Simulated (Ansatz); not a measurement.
Cost and result for the atomization energy of `IB1C[SiH2]1` (8 atoms, 8 bonds).

```xyz
8

I     1.185   -2.840    0.142
B     0.563   -0.850    0.326
C     0.665    0.363   -0.562
Si   -0.976    0.279    0.522
H     1.001    1.300   -0.105
H     0.898    0.331   -1.623
H    -1.035    1.517    1.329
H    -2.300   -0.100   -0.029
```

The species carries charge 0 and has multiplicity 1. Correlated methods include outer-core shells of I, which these sets cover unevenly. I takes the def2 core potential. Geometry: relaxed with PBE0-D4/def2-TZVP. Program: Ansatz. All runs use 2 threads of an Arm Neoverse V1 on a shared host. Times are those of one run each, without the atoms' runs, and a repeat can differ threefold. Electronic energies, without spin–orbit coupling; frozen cores. CCSD(T)/CBS adds CCSD(T) − MP2 in def2-TZVPP to the MP2 limit, and its time is that of the two runs behind it. T1 = 0.013. With those shells the extrapolation isn't a true limit. B3LYP takes the VWN-RPA correlation (the form of Gaussian; ORCA's B3LYP/G). HSE06 is the plane-wave form, built on full-range PBE exchange.

CCSD(T)/CBS is a level of theory with its own doubt, some kJ/mol a heavy atom from the limit and from the frozen cores, so smaller differences don't rank the functionals.

```tsv
level	functions	wall time
LDA (SPW92)/def2-TZVPP	210	2 s
BLYP-D4/def2-TZVPP	210	3.3 s
HSE06-D4/def2-TZVPP	210	5.5 s
BHLYP-D4/def2-TZVPP	210	5.5 s
CCSD(T)/def2-SVP	92	7 s
B3LYP-D4/def2-TZVPP (with forces)	210	8 s
B2PLYP/def2-TZVPP	210	9.5 s
PBE-QIDH/def2-TZVPP	210	9.5 s
B97M-V/def2-TZVPP	210	15 s
ωB97M-V/def2-TZVPP (with forces)	210	20 s
MP2/def2-QZVPP	386	26 s
CCSD(T)/def2-TZVPP	210	3 min
CCSD(T)/CBS(def2)	–	3.4 min
```

**Question.** What atomization energy does each give, and how far from CCSD(T)/CBS? (An estimate is asked.)

**Answer.** The calculation gave: 
```
                            level  atomization (kcal/mol)  difference from CCSD(T)/CBS  per bond
           LDA (SPW92)/def2-TZVPP                   713.6                         91.9      11.5
               BLYP-D4/def2-TZVPP                   617.5                         -4.2      -0.5
              HSE06-D4/def2-TZVPP                   628.9                          7.2       0.9
              BHLYP-D4/def2-TZVPP                   606.6                        -15.1      -1.9
                 CCSD(T)/def2-SVP                   586.1                        -35.6      -4.4
B3LYP-D4/def2-TZVPP (with forces)                   620.8                         -0.9      -0.1
                B2PLYP/def2-TZVPP                   614.2                         -7.5      -0.9
              PBE-QIDH/def2-TZVPP                   623.7                          2.0       0.3
                B97M-V/def2-TZVPP                   629.5                          7.8       1.0
 ωB97M-V/def2-TZVPP (with forces)                   622.3                          0.6       0.1
                   MP2/def2-QZVPP                   626.7                          5.0       0.6
               CCSD(T)/def2-TZVPP                   604.8                        -16.9      -2.1
                CCSD(T)/CBS(def2)                   621.7                          0.0       0.0
```

From BLYP to BHLYP (50 % exact exchange), in def2-TZVPP and without D4, the atomization energy moves by −7.4 kcal/mol: exact exchange takes away binding that semilocal exchange gives to molecules. At CCSD(T), def2-SVP lies −35.6 kcal/mol from the extrapolated value and def2-TZVPP −16.9 kcal/mol: correlation converges slowly with the basis, and small sets miss more of it in the bonded molecule than in its fragments. The D4 term adds +7.6 kcal/mol with B3LYP and +3.9 kcal/mol with PBE0; it sums over pairs of atoms, weighted by their polarisabilities, and B3LYP, whose exchange is more repulsive, gets the larger term.

Spin–orbit coupling would lower the free I atoms strongly, and the atomization energy with them, by more than many differences here.
